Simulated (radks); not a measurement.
Species: Sr3+. Configuration: [Ar] 3d8 4s2 4p5 5p2 (not the ground configuration).

Calculated with a radial shooting solver on a logarithmic mesh with Libxc functionals: Dirac Kohn-Sham, BLYP, spin-unpolarised, spherical densities, finite nucleus; open shells fill j = l - 1/2 first; Fermi nuclear charge, rms radius 4.224 fm.

Energy parts (eV):
total: -86156.526
kinetic: 88781.488
electron-nucleus: -205463.493
Hartree: 33307.346
exchange-correlation: -2781.866

Orbitals (lengths in bohr, moments of r in powers of bohr; <r^-3> diverges for s and p1/2):
orbital  occ.  eigenvalue (eV)  <r^-3>
1s1/2       2        -16023.87       -
2s1/2       2        -2250.341       -
2p1/2       2        -2056.518       -
2p3/2       4        -1988.086    1713
3s1/2       2        -412.6731       -
3p1/2       2        -342.4137       -
3p3/2       4        -331.3574   279.9
3d3/2       4        -209.0002   39.40
3d5/2       4        -206.9916   37.93
4s1/2       2         -89.1993       -
4p1/2       2         -69.0607       -
4p3/2       3         -67.3364   43.87
4d3/2       0         -37.1166   4.244
4d5/2       0         -36.9037   4.088
4f5/2       0         -13.8262  0.1298
4f7/2       0         -13.8227  0.1294
5s1/2       0         -28.3371       -
5p1/2       2         -22.8455       -
5p3/2       0         -22.5009   8.806
6p1/2       0         -10.9514       -
6p3/2       0         -10.8264   3.202

The highest occupied level is 5p1/2 at -22.845 eV. The configuration is held as typed, so some empty levels lie below it. The electron density at the nucleus is 6.107e+04 e/bohr^3. The density falls to 0.001 e/bohr^3 at r = 4.54 bohr.
